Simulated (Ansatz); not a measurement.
CH₃BF₂O (SMILES COB(F)F), singlet, geometry from GFN2-xTB; PBE0/pcseg-0 run with Ansatz (a program for electronic structure).

Input for Ansatz:
Ansatz 0.2 input:
```yaml
crystal:
  periodic: [false, false, false]
  atoms:
    - {symbol: B, position_ang: [-0.06450135, 0.03849287, 0.51313325]}
    - {symbol: F, position_ang: [-0.50268738, -0.43334082, 1.66421008]}
    - {symbol: F, position_ang: [0.54668294, 1.21823972, 0.56842808]}
    - {symbol: O, position_ang: [-0.24637014, -0.65386607, -0.59000150]}
    - {symbol: C, position_ang: [0.17735275, -0.25399770, -1.88263039]}
    - {symbol: H, position_ang: [0.85613437, -1.01752216, -2.26425324]}
    - {symbol: H, position_ang: [-0.70433167, -0.19702247, -2.52195543]}
    - {symbol: H, position_ang: [0.68158869, 0.71290487, -1.85740671]}
basis:
  gaussian:
    orbitals: pcseg-0.json
hamiltonian:
  xc: pbe0
```
The basis file holds pcseg-0 in the JSON format of the Basis Set Exchange.

What the program printed (banner, timings and long lists left out):

```
Functional definition: PBE0
616 factors; integrals over basis functions are off by at most 5.6e-4 eV
mean field evaluation 1: about -9208.4927 eV, gradient 4.4e1 eV
mean field evaluation 2: about -9207.1572 eV, gradient 5.3e1 eV
mean field evaluation 4: about -9211.6329 eV, gradient 1.7e0 eV
mean field evaluation 8: about -9211.8294 eV, gradient 7.0e-2 eV
mean field evaluation 16: about -9211.8294 eV, gradient 6.2e-5 eV
mean field -9211.82938705 eV, -338.5284859720 hartree, gradient 6.2e-5 eV, S^2 0.000000; 0 other end points of the search recorded, 0 dependent functions left out
reference -9211.82940473 eV, -338.5284866216 hartree; 20, 20 occupied and 31, 31 virtual orbitals, 616 factors
Total energy: -9211.82940473 eV, -338.5284866216 hartree
```
